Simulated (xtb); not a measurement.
xtb input (GFN1-xTB):

```bash
xtb mol.xyz --gfn 1 --sp --chrg 1 --uhf 0
```
mol.xyz:
```
3

Al     0.00000000     0.00000000     0.00000000
H      0.00000000     0.00000000     1.54907623
H     -0.00000000    -0.00000000    -1.54907623
```

End of the output:

```
         :::::::::::::::::::::::::::::::::::::::::::::::::::::
         ::                     SUMMARY                     ::
         :::::::::::::::::::::::::::::::::::::::::::::::::::::
         :: total energy              -1.830719791442 Eh    ::
         :: gradient norm              0.013015928121 Eh/a0 ::
         :: HOMO-LUMO gap              4.960992632949 eV    ::
         ::.................................................::
         :: SCC energy                -1.839919617996 Eh    ::
         :: -> electrostatic           0.136105356571 Eh    ::
         :: repulsion energy           0.009488691677 Eh    ::
         :: dispersion energy         -0.000288865123 Eh    ::
         :: halogen bond corr.         0.000000000000 Eh    ::
         :: add. restraining           0.000000000000 Eh    ::
         :: total charge               1.000000000000 e     ::
         :::::::::::::::::::::::::::::::::::::::::::::::::::::

           -------------------------------------------------
          |                Property Printout                |
           -------------------------------------------------

    * Orbital Energies and Occupations

         #    Occupation            Energy/Eh            Energy/eV
      -------------------------------------------------------------
         1        2.0000           -0.8037794             -21.8720
         2        2.0000           -0.7388206             -20.1043 (HOMO)
         3                         -0.5565075             -15.1433 (LUMO)
         4                         -0.4347692             -11.8307
         5                         -0.4347692             -11.8307
         6                         -0.3673855              -9.9971
         7                         -0.3673855              -9.9971
         8                         -0.3673855              -9.9971
         9                         -0.3673855              -9.9971
        10                         -0.3175697              -8.6415
        11                         -0.3064974              -8.3402
        12                          0.0955557               2.6002
        13                          0.8955873              24.3702
      -------------------------------------------------------------
                  HL-Gap            0.1823131 Eh            4.9610 eV
             Fermi-level           -0.6476641 Eh          -17.6238 eV

  Mulliken/CM5 charges         n(s)   n(p)   n(d)
     1Al    0.81067  0.64999   1.496  0.690  0.004
     2H     0.09466  0.17501   0.905  0.000  0.000
     3H     0.09466  0.17501   0.905  0.000  0.000

Wiberg/Mayer (AO) data.
largest (>0.10) Wiberg bond orders for each atom

 ---------------------------------------------------------------------------
     #   Z sym  total        # sym  WBO       # sym  WBO       # sym  WBO
 ---------------------------------------------------------------------------
     1  13 Al   1.654 --     2 H    0.827     3 H    0.827
     2   1 H    0.989 --     1 Al   0.827     3 H    0.162
     3   1 H    0.989 --     1 Al   0.827     2 H    0.162
 ---------------------------------------------------------------------------
Note: The following floating-point exceptions are signalling: IEEE_DENORMAL
normal termination of xtb

Topologies differ in total number of bonds
Writing topology from bond orders to xtbtopo.mol

 dipole moment from electron density (au)
     X       Y       Z
   0.0000  -0.0000  -0.0000  total (Debye):    0.000

           -------------------------------------------------
          | TOTAL ENERGY               -1.830719791442 Eh   |
          | GRADIENT NORM               0.013015928121 Eh/α |
          | HOMO-LUMO GAP               4.960992632949 eV   |
           -------------------------------------------------

------------------------------------------------------------------------
------------------------------------------------------------------------
 total:
 SCF:
```
